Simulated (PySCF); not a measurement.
Two species compared at the same levels of theory.

First species: CH10N2OSi3.
Z-matrix (Å and degrees, GFN2-xTB geometry), rows numbered from 1:
```
N 
Si  1  1.7219
O   2  1.6205  1  106.06
Si  3  1.6234  2  153.90  1    67.65
C   4  1.9298  3  112.87  2   108.32
N   5  1.4605  4   96.34  3  -123.71
Si  6  1.7214  5  110.26  4     8.68
H   1  1.0061  2  118.91  3  -179.15
H   1  1.0079  2  118.35  3    43.03
H   2  1.4595  1  105.90  3   118.08
H   2  1.4652  1  117.28  3  -113.89
H   4  1.4684  3  102.48  2  -130.11
H   5  1.0961  4  114.77  3    -6.15
H   5  1.0943  4  116.01  3   119.73
H   6  1.0067  5  117.42  4   176.73
H   7  1.4777  4  122.15  3     2.51
H   7  1.4714  4  122.57  3  -140.47
```

Second species: C₆H₄F₃P.
Z-matrix (Å and degrees, GFN2-xTB geometry), rows numbered from 1:
```
F 
C   1  1.3424
F   2  1.3482  1  106.24
F   2  1.3448  1  106.52  3   112.44
C   2  1.4963  1  112.16  3  -123.39
C   5  1.3849  2  117.72  1  -168.15
C   6  1.3831  5  122.86  2  -179.58
C   7  1.3878  6  122.34  5     0.31
C   8  1.3780  7  123.55  6     0.13
P   9  1.7352  8  126.19  7    -0.31
H   6  1.0821  5  118.07  2     0.83
H   7  1.0793  6  118.58  5  -179.64
H   8  1.0821  7  118.15  6  -179.91
H   9  1.0829  8  118.17  7   179.82
```

Levels: CAM-B3LYP/def2-SVPD for dipole moment, HOMO energy, LUMO energy, HOMO–LUMO gap, static isotropic polarisability and electronic spatial extent ⟨r²⟩ about the centre of nuclear charge; TDDFT CAM-B3LYP/def2-SVPD for lowest singlet excitation; TDA CAM-B3LYP/def2-SVPD for lowest triplet excitation (Tamm–Dancoff); GFN2-xTB for rotational constant A and rotational constant C. Geometries: GFN2-xTB. Each structure is a single optimised conformer of the isolated species, non-relativistic unless stated. Electronic properties by PySCF.

The conformers computed, where there is a choice (atom-mapped SMILES and torsion angles):
- `[NH2:1][SiH2:2][O:3][Si@@H:4]1[CH2:5][NH:6][SiH2:7]1`: N1–Si2–O3–Si4 68°, Si2–O3–Si4–C5 108°, H–N1–Si2–O3 -179°, H–N1–Si2–O3 43°
- `[F:1][C:2]([F:3])([F:4])[c:5]1[cH:6][cH:7][cH:8][cH:9][p:10]1`: F1–C2–C5–C6 -168°

Question: Which has the higher dipole moment?

Answer: The second: 3.86 D against 1.09 D, a difference of 2.77 D.

Question: Which of the two has the higher HOMO energy, and by how much?

Answer: The first: -7.90 eV against -8.83 eV, a difference of 0.93 eV.

Question: Which of the two has the higher rotational constant A, and by how much?

Answer: The first: 3.059 GHz against 2.222 GHz, a difference of 0.837 GHz.

Question: Which of the two has the higher LUMO energy, and by how much?

Answer: The first: 0.72 eV against -1.04 eV, a difference of 1.76 eV.

Question: Which has the higher S1 energy?

Answer: The first: 5.36 eV against 4.84 eV, a difference of 0.52 eV.

Question: Which of the two has the higher HOMO–LUMO gap, and by how much?

Answer: The first: 8.62 eV against 7.79 eV, a difference of 0.83 eV.

Question: Which has the higher rotational constant C?

Answer: The second: 0.707 GHz against 0.691 GHz, a difference of 0.016 GHz.

Question: Which of the two has the higher T1 energy, and by how much?

Answer: The first: 5.07 eV against 3.20 eV, a difference of 1.87 eV.

On the first: The polarisability is 15.66 Å³ as a volume (1 au = 0.148185 Å³), or 1.32 au for each of the 80 electrons.

On the second: The dipole equals about 12.9 × 10⁻³⁰ C·m (1 D = 3.33564 × 10⁻³⁰ C·m). The principal polarisabilities are 60.8, 105.3 and 112.5 au; their mean is the isotropic value.
